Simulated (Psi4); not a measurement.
formaldehyde (CH$_{2}$O), singlet, geometry from GFN2-xTB; PBE0/6-31G* run with Psi4 1.11.

Here is a job for Psi4.
```
memory 2 GB

molecule mol {
0 1
O    -0.032196    0.016113    0.669787
C     0.025023   -0.012524   -0.520575
H     0.029493    0.899659   -1.140880
H     0.077933   -0.953423   -1.093972
}

set {
  basis 6-31g*
  reference rks
}

energy('pbe0')
print_variables()
```

Problem. Write the output that Psi4 gives for this input, abridged.

Solution. 
```
   => Loading Basis Set <=

    Name: 6-31G*
    Role: ORBITAL
    Keyword: BASIS

         ---------------------------------------------------------
                                   SCF
               by Justin Turney, Rob Parrish, Andy Simmonett
                          and Daniel G. A. Smith
                              RKS Reference
         ---------------------------------------------------------

  ==> Geometry <==

    Molecular point group: c1
    Full point group: C1

    Geometry (in Angstrom), charge = 0, multiplicity = 1:

       Center              X                  Y                   Z               Mass
    ------------   -----------------  -----------------  -----------------  -----------------
         O           -0.028649593583     0.014338513089     0.596014776362    15.994914619570
         C            0.028569406417    -0.014298486911    -0.594347223638    12.000000000000
         H            0.033039406417     0.897884513089    -1.214652223638     1.007825032230
         H            0.081479406417    -0.955197486911    -1.167744223638     1.007825032230

  Running in c1 symmetry.

  Rotational constants: A =      9.72921  B =      1.31516  C =      1.15855 [cm^-1]
  Rotational constants: A = 291674.26771  B =  39427.42366  C =  34732.42579 [MHz]
  Nuclear repulsion =   31.550081179957079

  Charge       = 0
  Multiplicity = 1
  Electrons    = 16
  Nalpha       = 8
  Nbeta        = 8

  ==> Algorithm <==

  SCF Algorithm Type is DF.
  DIIS enabled.
  MOM disabled.
  Fractional occupation disabled.
  Guess Type is SAD.
  Energy threshold   = 1.00e-06
  Density threshold  = 1.00e-06
  Integral threshold = 1.00e-12

  ==> Primary Basis <==

  Basis Set: 6-31G*
    Blend: 6-31G*
    Number of shells: 16
    Number of basis functions: 34
    Number of Cartesian functions: 34
    Spherical Harmonics?: false
    Max angular momentum: 2

  ==> DFT Potential <==

   => LibXC <=

    Version 7.1.2
    S. Lehtola, C. Steigemann, M. J. T. Oliveira, and M. A. L. Marques,  SoftwareX 7, 1–5 (2018) (10.1016/j.softx.2017.11.002)

   => Composite Functional: PBE0 <=

    PBE0 Hyb-GGA Exchange-Correlation Functional

    C. Adamo and V. Barone,  J. Chem. Phys. 110, 6158 (1999) (10.1063/1.478522)
    M. Ernzerhof and G. E. Scuseria,  J. Chem. Phys. 110, 5029 (1999) (10.1063/1.478401)

    Deriv               =              1
    GGA                 =           TRUE
    Meta                =          FALSE

[...]
   @DF-RKS iter   2:  -114.12616082998198    1.53690e-01   2.28607e-02 ADIIS/DIIS
   @DF-RKS iter   3:  -114.36282588240090   -2.36665e-01   2.96005e-03 ADIIS/DIIS
   @DF-RKS iter   4:  -114.36759762554495   -4.77174e-03   5.56648e-04 ADIIS/DIIS
   @DF-RKS iter   5:  -114.36774171312950   -1.44088e-04   9.09115e-05 DIIS
   @DF-RKS iter   6:  -114.36774567298420   -3.95985e-06   1.49766e-05 DIIS
   @DF-RKS iter   7:  -114.36774577666270   -1.03679e-07   7.18467e-07 DIIS
  Energy and wave function converged.

  ==> Post-Iterations <==

   Electrons on quadrature grid:
      Ntotal   =   15.9999997340 ; deviation = -2.660e-07

    Orbital Energies [Eh]
    ---------------------

    Doubly Occupied:

[...]
    Virtual:

[...]
    Final Occupation by Irrep:
              A
    DOCC [     8 ]
    NA   [     8 ]
    NB   [     8 ]

  @DF-RKS Final Energy:  -114.36774577666270

   => Energetics <=

    Nuclear Repulsion Energy =             31.5500811799570791
    One-Electron Energy =                -217.9433055118503262
    Two-Electron Energy =                  83.0859951209844212
    DFT Exchange-Correlation Energy =     -11.0605165657538862
    Empirical Dispersion Energy =           0.0000000000000000
    VV10 Nonlocal Energy =                  0.0000000000000000
    Total Energy =                       -114.3677457766627015

Computation Completed

Properties will be evaluated at   0.000000,   0.000000,   0.000000 [a0]

Properties computed using the SCF density matrix

 Multipole Moments:

 ------------------------------------------------------------------------------------
     Multipole            Electronic (a.u.)      Nuclear  (a.u.)        Total (a.u.)
 ------------------------------------------------------------------------------------

 L = 1.  Multiply by 2.5417464519 to convert [e a0] to [Debye]
 Dipole X            :         -0.0658948            0.1072202            0.0413254
 Dipole Y            :          0.0329773           -0.0536603           -0.0206829
 Dipole Z            :          1.3708433           -2.2305601           -0.8597168
 Magnitude           :                                                    0.8609580

 ------------------------------------------------------------------------------------

  Variable Map:
  ----------------------------------------------------------------------------
[...]
  Array Variable Map:
  ----------------------------------------------------------------------------
[...]
[...]
```
